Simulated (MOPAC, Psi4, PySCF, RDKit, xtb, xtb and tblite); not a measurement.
Two geometries of SMILES S(C)[SiH2]C(=O)OC, relaxed at GFN2-xTB with one dihedral held; other torsions can differ between them too.

Structure A

```
15

C     -2.8830     0.2582    -0.2277
O     -1.7569    -0.5871    -0.4444
C     -0.6290    -0.2732     0.1922
O     -0.5168     0.6860     0.9193
Si     0.7703    -1.5167    -0.2192
S      2.2722    -0.4341    -1.2915
C      2.6032     0.9479    -0.1426
H     -2.6960     1.2480    -0.6488
H     -3.0730     0.3605     0.8424
H     -3.7237    -0.2163    -0.7263
H      0.2849    -2.5249    -1.1392
H      1.3191    -2.0075     1.0424
H      1.6683     1.3568     0.2254
H      3.1463     1.6976    -0.7074
H      3.2118     0.5883     0.6807
```

Structure B

```
15

C     -0.5401     1.6321     5.1787
O     -1.4422     0.6631     4.6867
C     -1.6399     0.5447     3.3718
O     -2.5099    -0.1887     2.9711
Si    -0.4924     1.3122     2.0385
S     -0.3009     3.4338     2.2714
C      0.7085     3.7934     0.8025
H     -0.5003     1.4806     6.2559
H     -0.8931     2.6431     4.9633
H      0.4596     1.5003     4.7553
H     -1.0996     1.0218     0.7485
H      0.8487     0.7298     2.1556
H      1.6528     3.2644     0.8735
H      0.8798     4.8642     0.7949
H      0.1709     3.4951    -0.0912
```

**Question.** Which is lower in energy at the level B3LYP-D3(BJ)/def2-SVP // GFN2-xTB (Psi4 1.11), and by how much?

**Answer.** A is lower, by 8.67 kcal/mol (dihedral C1–O2–C3–Si5: 180° in A, 15° in B).

E(B) − E(A) in kcal/mol at the other levels, on the same two geometries: GFN2-xTB (xtb and tblite) 6.35; MMFF94 // GFN2-xTB (RDKit) 9.02; B3LYP/def2-SVP // GFN2-xTB (Psi4) 9.54; PBE/def2-SVP // GFN2-xTB (Psi4) 8.53; PBE-D3(BJ)/def2-SVP // GFN2-xTB (Psi4) 8.10; UFF // GFN2-xTB (RDKit) -5.03; PM6, restricted, heats of formation // GFN2-xTB (MOPAC) 13.56; PM3, restricted, heats of formation // GFN2-xTB (MOPAC) 7.34; GFN1-xTB // GFN2-xTB (xtb) 9.37; restricted B3LYP/6-31G*, spherical d, density fitting // GFN2-xTB (PySCF) 9.87; restricted Hartree-Fock/LANL2DZ, with its core potentials past Ne // GFN2-xTB (PySCF) 12.51; restricted Hartree-Fock/STO-3G // GFN2-xTB (PySCF) 9.40; restricted MP2 (frozen core)/6-31G*, spherical d // GFN2-xTB (PySCF) 10.62.
